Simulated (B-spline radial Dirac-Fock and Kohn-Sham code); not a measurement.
## Dipole and non-dipole photoemission parameters of I⁷⁺ 3d5/2

System: I⁷⁺ in the configuration 1s2 2s2 2p6 3s2 3p6 3d10 4s2 4p6 4d10; threshold 725.0 eV (orbital energy of the model). These are calculated numbers from a radial atomic solver; the model is Dirac-Hartree-Slater photoionisation with a Latter tail; cross sections with all multipoles, angular parameters from the dipole term and its interference with E2.

For linearly polarised light dσ/dΩ = σ/(4π) [1 + β P₂(cos θ) + (δ + γ cos²θ) sin θ cos φ], with θ from the polarisation vector and φ the angle between the beam and the projection of the electron momentum on the plane normal to the polarisation.

```
hν (eV)  σ (kb)      β       γ      δ
   1000     760  0.909  -0.085  0.016
   1290     399  1.120   0.010  0.035
   2220    84.3  1.221   0.374  0.069
   3370    22.6  1.147   0.712  0.106
   3770    15.6  1.114   0.803  0.119
   4000    12.8  1.096   0.851  0.126
   5340    4.75  0.995   1.082  0.169
   5520    4.22  0.983   1.108  0.175
   5680    3.82  0.972   1.131  0.180
   6000       ?      ?       ?      ?
   8820   0.771  0.801   1.453  0.279
 9251.7   0.644  0.782   1.486  0.292
   9420   0.602  0.775   1.499  0.297
  11000   0.334  0.715   1.600  0.345
  12000   0.239  0.682   1.654  0.374
  15000  0.0996  0.598   1.776  0.457
```

Q: Give the values at 6000 eV.

A: σ = 3.14 kb, β = 0.951, γ = 1.173, δ = 0.190.
